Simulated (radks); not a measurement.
Results of a calculation; reference values are marked as such.
Question: The table gives one normalised radial function P(r) = r R(r) of Ti in [Ar] 3d2 4s2 (r in bohr). Level of theory: scalar-relativistic Kohn-Sham, PBEsol, spin-polarised, spherical densities, finite nucleus; open shells are filled with parallel spins first; Fermi nuclear charge, rms radius 3.5921 fm (a radial shooting solver on a logarithmic mesh with Libxc functionals).

| r | P |
|---|---|
| 0.008064 | 0.0000 |
| 0.01067 | 0.0001 |
| 0.01423 | 0.0002 |
| 0.01883 | 0.0004 |
| 0.02491 | 0.0008 |
| 0.03296 | 0.0017 |
| 0.04361 | 0.0037 |
| 0.05817 | 0.0079 |
| 0.07697 | 0.0161 |
| 0.1018 | 0.0320 |
| 0.1347 | 0.0607 |
| 0.1783 | 0.1098 |
| 0.2359 | 0.1869 |
| 0.3146 | 0.3003 |
| 0.4163 | 0.4382 |
| 0.5508 | 0.5831 |
| 0.7288 | 0.7009 |
| 0.9643 | 0.7510 |
| 1.276 | 0.7148 |
| 1.702 | 0.6046 |
| 2.252 | 0.4657 |
| 2.979 | 0.3306 |
| 3.942 | 0.2098 |
| 5.215 | 0.1115 |
| 6.901 | 0.0472 |
| 9.204 | 0.0146 |
| 12.18 | 0.0031 |
| 16.11 | 0.0004 |

Which n and l does it have? It may be an empty orbital.

Answer: n = 3, l = 2: the number of nodes gives n - l - 1 = 0, the rise at small r (about r^(l+1)) gives l, and the extent must fit the shell. The curve is that of 3d down; the table hardly tells the two spins apart. 3d down (empty): eigenvalue -3.340 eV, 0 radial nodes, <r> = 1.70 bohr, 90 % of the charge inside 3.11 bohr.
